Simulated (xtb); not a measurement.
Harmonic IR lines of one isomer of C$_{14}$H$_{10}$S, unscaled. Calculation: GFN2-xTB (xtb 6.7.1).

wavenumber (cm⁻¹): 131 (m), 150 (w), 231 (vw), 243 (m), 285 (w), 457 (vw), 627 (w), 703 (vw), 757 (m), 785 (w), 792 (w), 817 (vw), 829 (m), 846 (w), 869 (vw), 1017 (m), 1111 (w), 1135 (w), 1171 (w), 1208 (w), 1263 (vw), 1424 (m), 1488 (w), 1522 (w), 1554 (w), 2423 (vs), 3070 (w), 3078 (m), 3084 (vs), 3090 (vs), 3097 (m), 3115 (m)

Q: Name which structure gives these lines.
A) `Sc1ccc2ccc3ccccc3c2c1`
B) `Sc1ccc2c(ccc3ccccc32)c1`
C) `Sc1cccc2c1ccc1ccccc12`
D) `Sc1cc2ccccc2c2ccccc12`

A: C, `Sc1cccc2c1ccc1ccccc12`
